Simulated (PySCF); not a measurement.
silylarsine (H₅AsSi), singlet, geometry from GFN2-xTB; PySCF with PBE/STO-3G.

Here is a job for PySCF.
```python
from pyscf import gto, scf, dft

mol = gto.Mole()
mol.atom = '''
    Si   -1.492962    0.170531    0.316143
    As    0.753713   -0.075921   -0.219040
    H    -2.293675   -0.779902   -0.466881
    H    -1.939011    1.525361   -0.034321
    H    -1.819090   -0.044947    1.730894
    H     0.886343   -1.320446    0.609663
    H     1.194382    0.737893    0.962948
'''
mol.basis = 'sto-3g'
mol.charge = 0
mol.spin = 0
mol.verbose = 4
mol.build()

mf = dft.RKS(mol)
mf.xc = 'pbe'
mf.diis_space = 12
mf.kernel()
mf.analyze()
```

The log (banner, timings and long lists left out):

```
PySCF version 2.14.0

[INPUT] verbose = 4
[INPUT] num. atoms = 7
[INPUT] num. electrons = 52
[INPUT] charge = 0
[INPUT] spin (= nelec alpha-beta = 2S) = 0
[INPUT] symmetry False subgroup None
[INPUT] Mole.unit = angstrom
[INPUT] Symbol           X                Y                Z      unit          X                Y                Z       unit  Magmom
[INPUT]  1 Si    -1.492962000000   0.170531000000   0.316143000000 AA   -2.821289294383   0.322256885748   0.597423686198 Bohr   0.0
[INPUT]  2 As     0.753713000000  -0.075921000000  -0.219040000000 AA    1.424311146524  -0.143469897103  -0.413925610325 Bohr   0.0
[INPUT]  3 H     -2.293675000000  -0.779902000000  -0.466881000000 AA   -4.334417568762  -1.473801184001  -0.882277222763 Bohr   0.0
[INPUT]  4 H     -1.939011000000   1.525361000000  -0.034321000000 AA   -3.664199742519   2.882514531093  -0.064857290321 Bohr   0.0
[INPUT]  5 H     -1.819090000000  -0.044947000000   1.730894000000 AA   -3.437581895935  -0.084937520121   3.270915610653 Bohr   0.0
[INPUT]  6 H      0.886343000000  -1.320446000000   0.609663000000 AA    1.674945522425  -2.495281302277   1.152096098281 Bohr   0.0
[INPUT]  7 H      1.194382000000   0.737893000000   0.962948000000 AA    2.257054868110   1.394415679234   1.819707992198 Bohr   0.0

nuclear repulsion = 167.27401853342
number of shells = 18
number of NR pGTOs = 96
number of NR cGTOs = 32
basis = sto-3g
ecp = {}

******** <class 'pyscf.dft.rks.RKS'> ********
method = RKS
initial guess = minao
damping factor = 0
level_shift factor = 0
DIIS = <class 'pyscf.scf.diis.CDIIS'>
diis_start_cycle = 1
diis_space = 12
diis_damp = 0
SCF conv_tol = 1e-09
SCF conv_tol_grad = None
SCF max_cycles = 50
direct_scf = True
direct_scf_tol = 1e-13
XC library pyscf.dft.libxc version 7.1.2
    S. Lehtola, C. Steigemann, M. J. T. Oliveira, and M. A. L. Marques,  SoftwareX 7, 1–5 (2018)
XC functionals = pbe
    J. P. Perdew, K. Burke, and M. Ernzerhof,  Phys. Rev. Lett. 77, 3865 (1996)
    J. P. Perdew, K. Burke, and M. Ernzerhof,  Phys. Rev. Lett. 78, 1396 (1997)
    J. P. Perdew, K. Burke, and M. Ernzerhof,  Phys. Rev. Lett. 77, 3865 (1996)
    J. P. Perdew, K. Burke, and M. Ernzerhof,  Phys. Rev. Lett. 78, 1396 (1997)
radial grids:
    Treutler-Ahlrichs [JCP 102, 346 (1995); DOI:10.1063/1.469408] (M4) radial grids

becke partition: Becke, JCP 88, 2547 (1988); DOI:10.1063/1.454033
pruning grids: <function nwchem_prune>
grids dens level: 3
symmetrized grids: False
atomic radii adjust function: <function treutler_atomic_radii_adjust>
small_rho_cutoff = 0
Set gradient conv threshold to 3.16228e-05
Initial guess from minao.
tot grids = 88648
init E= -2496.26223381601
  HOMO = -0.435554074837698  LUMO = -0.138014180125016  gap/eV = 8.09647
cycle= 1 E= -2499.01761605405  delta_E= -2.76  |g|= 0.53  |ddm|= 2.75
  HOMO = -0.0238284074262596  LUMO = 0.200914027548859  gap/eV = 6.11555
cycle= 2 E= -2499.00147531542  delta_E= 0.0161  |g|= 0.559  |ddm|= 2.31
  HOMO = -0.132032211208504  LUMO = 0.164613251994986  gap/eV = 8.07213
cycle= 3 E= -2499.15486641924  delta_E= -0.153  |g|= 0.036  |ddm|= 1.31
  HOMO = -0.135672819860244  LUMO = 0.155318619635781  gap/eV = 7.91828
cycle= 4 E= -2499.15535303882  delta_E= -0.000487  |g|= 0.0163  |ddm|= 0.106
  HOMO = -0.134245010764992  LUMO = 0.157390924819216  gap/eV = 7.93582
cycle= 5 E= -2499.15546781443  delta_E= -0.000115  |g|= 0.00157  |ddm|= 0.0325
  HOMO = -0.134163259164495  LUMO = 0.157379803026935  gap/eV = 7.93329
cycle= 6 E= -2499.15546917314  delta_E= -1.36e-06  |g|= 0.000218  |ddm|= 0.00422
  HOMO = -0.134184647279728  LUMO = 0.157383673251034  gap/eV = 7.93398
cycle= 7 E= -2499.15546920259  delta_E= -2.95e-08  |g|= 1.17e-05  |ddm|= 0.000653
  HOMO = -0.134186085619807  LUMO = 0.157382810330378  gap/eV = 7.93399
cycle= 8 E= -2499.15546920268  delta_E= -8.19e-11  |g|= 1.83e-06  |ddm|= 3.26e-05
  HOMO = -0.13418552528328  LUMO = 0.15738282755186  gap/eV = 7.93398
Extra cycle  E= -2499.15546920268  delta_E= -1.82e-12  |g|= 1.32e-06  |ddm|= 1.07e-05
converged SCF energy = -2499.15546920268
**** SCF Summaries ****
Total Energy =                       -2499.155469202678432
Nuclear Repulsion Energy =             167.274018533420303
One-electron Energy =                -3833.694771337068687
Two-electron Energy =                 1167.265283600970179
Two-electron Coulomb Energy =         1273.344483873913305
DFT Exchange-Correlation Energy =     -106.079200272943069
HOMO-LUMO gap [eV] =                     7.933979000212569
**** MO energy ****
MO #1   energy= -419.109551558188  occ= 2
MO #2   energy= -64.6481567242813  occ= 2
MO #3   energy= -51.1716625568352  occ= 2
MO #4   energy= -46.8037794805121  occ= 2
MO #5   energy= -46.8033446212243  occ= 2
MO #6   energy= -46.8016047313406  occ= 2
MO #7   energy= -5.96581925785016  occ= 2
MO #8   energy= -4.84857238819328  occ= 2
MO #9   energy= -4.14580403741559  occ= 2
MO #10  energy= -4.14479591636295  occ= 2
MO #11  energy= -4.13756358703708  occ= 2
MO #12  energy= -3.21074788233215  occ= 2
MO #13  energy= -3.20918214181611  occ= 2
MO #14  energy= -3.20917317954429  occ= 2
MO #15  energy= -0.5182764810865   occ= 2
MO #16  energy= -0.442391114313384 occ= 2
MO #17  energy= -0.440399052940973 occ= 2
MO #18  energy= -0.419875861817042 occ= 2
MO #19  energy= -0.419610149770316 occ= 2
MO #20  energy= -0.414639547517481 occ= 2
MO #21  energy= -0.405324241805496 occ= 2
MO #22  energy= -0.275873709805551 occ= 2
MO #23  energy= -0.259186770442524 occ= 2
MO #24  energy= -0.237776477398612 occ= 2
MO #25  energy= -0.216866096454889 occ= 2
MO #26  energy= -0.13418552528328  occ= 2
MO #27  energy= 0.15738282755186   occ= 0
MO #28  energy= 0.182442335871751  occ= 0
MO #29  energy= 0.279997913528523  occ= 0
MO #30  energy= 0.309510820831038  occ= 0
MO #31  energy= 0.310669664868423  occ= 0
MO #32  energy= 0.332684165943262  occ= 0
 ** Mulliken pop on meta-lowdin orthogonal AOs  **
 ** Mulliken pop  **
pop of  0 Si 1s           1.99999
pop of  0 Si 2s           1.99914
pop of  0 Si 3s           1.19560
pop of  0 Si 2px          1.99763
pop of  0 Si 2py          1.99767
pop of  0 Si 2pz          1.99764
pop of  0 Si 3px          0.81294
pop of  0 Si 3py          0.82757
pop of  0 Si 3pz          0.81943
pop of  1 As 1s           2.00000
pop of  1 As 2s           1.99995
pop of  1 As 3s           1.99989
pop of  1 As 4s           1.69896
pop of  1 As 2px          2.00000
pop of  1 As 2py          1.99999
pop of  1 As 2pz          2.00000
pop of  1 As 3px          1.99787
pop of  1 As 3py          1.99777
pop of  1 As 3pz          1.99810
pop of  1 As 4px          1.05855
pop of  1 As 4py          0.92140
pop of  1 As 4pz          1.27452
pop of  1 As 3dxy         1.99773
pop of  1 As 3dyz         1.98155
pop of  1 As 3dz^2        1.99594
pop of  1 As 3dxz         1.99590
pop of  1 As 3dx2-y2      1.98949
pop of  2 H 1s            1.10443
pop of  3 H 1s            1.10432
pop of  4 H 1s            1.10525
pop of  5 H 1s            1.06536
pop of  6 H 1s            1.06544
 ** Mulliken atomic charges  **
charge of    0Si =      0.35240
charge of    1As =      0.09239
charge of    2H =     -0.10443
charge of    3H =     -0.10432
charge of    4H =     -0.10525
charge of    5H =     -0.06536
charge of    6H =     -0.06544
Dipole moment(X, Y, Z, Debye): -0.31745, -0.12405,  0.99861
```
